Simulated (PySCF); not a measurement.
Selenium: a sound run and one with changed settings

Sound run: Se⁺ [Ar] 3d10 4s2 4p3, Se²⁺ [Ar] 3d10 4s2 4p2. Calculation: PySCF 2.14, in def2-TZVP; no relativity, point nucleus. In the sound run the correlated levels freeze [Ar] 3d10. The sound run starts from symmetry-adapted Hartree-Fock orbitals and uses a fine grid where one is needed.

A second run was set up differently.

```json
{"species": "Se⁺", "method": "MP2", "sound run (hartree)": "-2399.58745", "changed run (hartree)": "-2399.77263", "converged": "yes"}
{"species": "Se²⁺", "method": "MP2", "sound run (hartree)": "-2398.80297", "changed run (hartree)": "-2398.98561", "converged": "yes"}
```

Ionisation energy of Se⁺:

| method | sound run (eV) | changed run (eV) |
| --- | --- | --- |
| UHF | 20.843 | 20.843 |
| MP2 | 21.347 | 21.416 |
| SCS-MP2 | 21.197 | 21.242 |

(1) What was changed?
A. all electrons correlated in a valence basis
B. minimal basis
C. basis contracted for another Hamiltonian
D. level shift left on

## Answers

(1) A. A valence basis has no tight correlating functions, so it recovers only part of the core correlation, and not evenly between atom and ion.
